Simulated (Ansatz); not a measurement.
A structure relaxed at PBE0-D4/def2-TZVP, charge 0, multiplicity 1:

```json
{"atom": "C1", "x (Å)": "-0.459", "y (Å)": "-1.027", "z (Å)": "0.417"}
{"atom": "S2", "x (Å)": "-1.003", "y (Å)": "0.197", "z (Å)": "-0.827"}
{"atom": "Mg3", "x (Å)": "0.652", "y (Å)": "1.758", "z (Å)": "-0.805"}
{"atom": "F4", "x (Å)": "1.927", "y (Å)": "2.959", "z (Å)": "-0.787"}
{"atom": "H5", "x (Å)": "-0.382", "y (Å)": "-0.591", "z (Å)": "1.412"}
{"atom": "H6", "x (Å)": "-1.223", "y (Å)": "-1.804", "z (Å)": "0.445"}
{"atom": "H7", "x (Å)": "0.488", "y (Å)": "-1.492", "z (Å)": "0.144"}
```

(1) Give its formula and SMILES.

(2) Point group (tolerance 0.08 Å, 0.16 Å for H)?

(3) Summarise the bond lengths by kind.

## Answers

(1) CH3FMgS, `C[S][Mg][F]`.

(2) Cs.

(3) 1 × C–S 1.828 Å; 3 × C–H 1.090 Å; 1 × Mg–S 2.276 Å; 1 × F–Mg 1.752 Å.

All numbers were calculated with Ansatz.
